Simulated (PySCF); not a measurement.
SMILES [Cl][Be][SeH] (HBeClSe), CAM-B3LYP/def2-SVP optimised geometry.

```
4

Be    -0.12     0.72     0.00
Cl    -1.92     0.75     0.00
Se     1.90     0.72     0.00
H      1.92    -0.75    -0.01
```

Density from CAM-B3LYP/def2-TZVP run with PySCF 2.14.0 at that geometry.

Minimum of the electron density along straight lines between bonded atoms, close to the bond critical point (lines longer than 1.1 times the sum of covalent radii, or with two minima, are not listed):

```
bond     length / Å  ρ at the minimum / e bohr⁻³  ∇²ρ there / e bohr⁻⁵  position (fraction from the first atom)
-------  ----------  ---------------------------  --------------------  ---------------------------------------
Be1–Cl2       1.808                            …                     …                                     0.31
Be1–Se3       2.019                            …                  0.18                                     0.30
Se3–H4        1.472                        0.172                 -0.30                                     0.63
```

Problem. Complete the blanks.

Solution. 
- Be1–Cl2, ρ at the minimum / e bohr⁻³: 0.088
- Be1–Cl2, ∇²ρ there / e bohr⁻⁵: 0.44
- Be1–Se3, ρ at the minimum / e bohr⁻³: 0.079
